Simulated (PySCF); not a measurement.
A structure optimised at B3LYP-D3(BJ)/def2-SVP, used in a PySCF frequency run:

```
Si
H 1 1.4813
C 1 1.8609 2 113.53
H 3 1.1008 1 110.22 2 -180.00
H 3 1.1016 4 108.56 1 120.94
H 3 1.1016 4 108.56 5 118.11
Cl 1 2.0746 2 107.78 3 -121.25
Cl 1 2.0746 2 107.78 3 121.25
```

**Question.** Write its SMILES, formula and point group.

**Answer.** C[SiH](Cl)Cl, CH4Cl2Si, Cs

**Question.** What are its rotational constants (standard atomic weights)?

**Answer.** 4.2523, 2.3141, 1.6403 GHz
